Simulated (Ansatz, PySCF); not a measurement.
This Ansatz (a quantum-chemistry and plane-wave program) input computes a CAM-B3LYP/def2-TZVPD energy:

Ansatz 0.2 input:
```yaml
crystal:
  periodic: [false, false, false]
  atoms:
    - {symbol: B, position_ang: [-0.14391952, 0.24558541, 0.99692213]}
    - {symbol: H, position_ang: [-1.16444010, 0.80843845, 1.34604754]}
    - {symbol: H, position_ang: [0.81272525, 0.38970229, 1.73463174]}
    - {symbol: C, position_ang: [-0.10267751, -0.68821178, -0.21917708]}
    - {symbol: C, position_ang: [0.26598418, 0.35042240, -0.97574782]}
    - {symbol: H, position_ang: [-0.25342981, -1.70900012, -0.55212619]}
    - {symbol: H, position_ang: [0.34490222, 1.30966859, -0.34361437]}
basis:
  gaussian:
    orbitals: def2-TZVPD
hamiltonian:
  xc: {name: CAM-B3LYP}
total_charge: -1
output: {forces: true}
```

### Question
Write an input for the same energy in PySCF and say what it gives.

### Answer

```python
from pyscf import gto, scf, dft

mol = gto.M(
    atom='''
    B    -0.14391952    0.24558541    0.99692213
    H    -1.16444010    0.80843845    1.34604754
    H     0.81272525    0.38970229    1.73463174
    C    -0.10267751   -0.68821178   -0.21917708
    C     0.26598418    0.35042240   -0.97574782
    H    -0.25342981   -1.70900012   -0.55212619
    H     0.34490222    1.30966859   -0.34361437
    ''',
    basis='def2-tzvpd',
    charge=-1,
    spin=0,
    verbose=4,
)

mf = dft.RKS(mol, xc='camb3lyp').density_fit(auxbasis='def2-universal-jkfit')
mf.grids.level = 3
mf.conv_tol = 1e-9
mf.max_cycle = 100
mf.max_memory = 1500
mf.kernel()
if not mf.converged:
    mf = mf.newton()
    mf.kernel(mf.make_rdm1())
mf.analyze()
```
It gives -103.34596 Eh, and Ansatz -103.34593 Eh, a difference of 0.03 mEh, from the treatment of integrals and grids.

It need not be the lowest isomer of its formula. Whether it binds its extra electron was not tested at this geometry.
